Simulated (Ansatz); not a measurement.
Computed with Ansatz on PBE0-D4/def2-TZVP structures; ΔE is electronic, products minus reactants. CBS: MP2 limit from def2 TZ/QZ plus the TZ coupled-cluster correction, frozen cores. This one scheme is used for every species. Functionals use def2-TZVPP. B3LYP here is the variant with VWN-RPA as its local correlation; programs differ in this. One conformer a species, not always the lowest.

`O[SiH2]B([SiH3])[SiH3]` + `CO[SiH2]N` → `CO[SiH2]N[SiH2]O` + `[SiH3]B[SiH3]`  (cleavage of the Si–B bond)

`O[SiH2]B([SiH3])[SiH3]`:

```xyz
14

O    -0.001   -2.074    2.021
Si    0.576   -0.570    1.651
B    -0.015    0.210   -0.087
Si   -1.062   -0.872   -1.401
Si    0.482    2.090   -0.560
H     0.038   -2.742    1.335
H     0.175    0.288    2.796
H     2.073   -0.566    1.566
H    -2.479   -0.678   -0.968
H    -0.942   -0.442   -2.820
H    -0.769   -2.334   -1.332
H     0.927    2.937    0.580
H    -0.626    2.793   -1.266
H     1.622    1.959   -1.516
```

`CO[SiH2]N`:

Cartesian coordinates in Å:
```
C -1.467 -0.221 -0.890
O -0.352 -0.988 -0.510
Si 1.056 -0.313 0.007
N 0.974 0.617 1.435
H -1.881 0.333 -0.040
H -1.215 0.495 -1.682
H -2.237 -0.896 -1.270
H 1.558 0.624 -1.035
H 1.932 -1.485 0.221
H 0.834 1.613 1.420
H 0.797 0.221 2.342
```

`CO[SiH2]N[SiH2]O`:

Z-matrix (Å, degrees):
```
C
O 1 1.412
H 1 1.096 2 111.3
H 1 1.096 2 111.6 3 121.3
H 1 1.091 2 108.4 3 -119.2
Si 2 1.654 1 121.6 3 -59.9
N 6 1.718 2 111.1 1 -68.3
H 6 1.477 2 103.3 1 171.0
H 6 1.488 2 110.3 1 50.4
Si 7 1.729 6 123.7 2 -54.4
H 7 1.009 6 117.1 2 112.8
O 10 1.640 7 107.3 6 9.8
H 10 1.490 7 108.0 6 132.5
H 10 1.483 7 114.0 6 -106.7
H 12 0.963 10 117.0 7 34.8
```

`[SiH3]B[SiH3]`:

Z-matrix (Å, degrees):
```
Si
B 1 2.006
H 1 1.489 2 113.2
H 1 1.495 2 104.9 3 117.2
H 1 1.488 2 114.2 3 -125.0
Si 2 2.006 1 124.9 3 149.9
H 2 1.198 1 117.4 3 -36.8
H 6 1.489 2 113.0 1 -149.1
H 6 1.495 2 105.0 1 93.7
H 6 1.488 2 114.3 1 -24.2
```

CCSD(T)/CBS gives -76.4 kJ/mol.

(1) Another level gave -74.0 kJ/mol. Which?
A. PBE0/def2-TZVPP
B. r2SCAN-D4/def2-TZVPP
C. PBE/def2-TZVPP
D. B3LYP-D4/def2-TZVPP

Largest T1 diagnostic among the species: 0.014.

## Answers

(1) D. B3LYP-D4 -74.0, PBE -54.0, r2SCAN-D4 -69.5, PBE0 -62.2 kJ/mol.

From PBE to PBE0 (25 % exact exchange), in def2-TZVPP and without D4, ΔE moves by −8.2 kJ/mol. In def2-TZVPP, CCSD(T) changes the Hartree–Fock value by +12.4 kJ/mol (the triples alone add +1.7 kJ/mol) and MP2 by +7.3 kJ/mol.

CCSD(T)/CBS has its own doubt, a few kJ/mol and more with outer-core shells, so smaller differences from it don't rank the levels.
